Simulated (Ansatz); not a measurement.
Relaxation of BrH$_{5}$SSi$_{2}$ (9 atoms, charge 0, multiplicity 1), to a largest force component of 0.03 eV/Å in at most 50 steps.

Theory: RKS PBE0/def2-mTZVP (Ansatz).

```xyz
9
Properties=species:S:1:pos:R:3:forces:R:3
Si -0.509 -0.477 -0.484 0.43 -0.26 -0.36
Br 1.102 -1.600 -1.664 -0.28 0.37 0.11
S -1.173 -1.909 0.970 0.04 -0.06 0.01
H -0.352 -2.834 0.411 -0.17 -0.05 0.21
H -1.584 -0.156 -1.457 0.00 -0.01 0.01
Si 0.475 1.441 0.419 0.01 0.02 0.01
H 0.859 2.347 -0.696 -0.01 0.00 0.01
H 1.681 1.054 1.194 -0.01 -0.01 0.01
H -0.498 2.135 1.307 0.00 0.00 0.00
```

Question: Where does it end, and by what steps?

Answer: The forces met the threshold. After 12 steps the energy has fallen by 0.145 eV; H4 moved furthest, 0.92 Å.

```
step  energy less start (eV)  largest force component (eV/Å)  accepted
   0                  0.0000                           0.428       yes
   1                 -0.0416                           0.410       yes
   2                  0.0348                           0.713        no
   3                 -0.0532                           0.113       yes
   4                 -0.0619                           0.125       yes
   5                 -0.0762                           0.338       yes
   6                 -0.1049                           0.322       yes
   7                 -0.1253                           0.148       yes
   8                 -0.1291                           0.179       yes
   9                 -0.1379                           0.153       yes
  10                 -0.1316                           0.517        no
  11                 -0.1434                           0.061       yes
  12                 -0.1447                           0.007       yes
```

```xyz
9
Properties=species:S:1:pos:R:3
Si -0.265 -0.566 -0.495
Br 1.310 -1.369 -1.880
S -0.681 -1.894 1.130
H -1.271 -2.854 0.380
H -1.478 -0.421 -1.338
Si 0.478 1.457 0.412
H 0.776 2.396 -0.701
H 1.710 1.215 1.208
H -0.579 2.035 1.284
```

Whether the end is a true minimum wasn't checked by a vibrational analysis.

Time of the run: 16 s on 4 threads of Intel(R) Xeon(R) 6975P-C (Granite Rapids), on a shared host, peak memory 0.33 GiB.
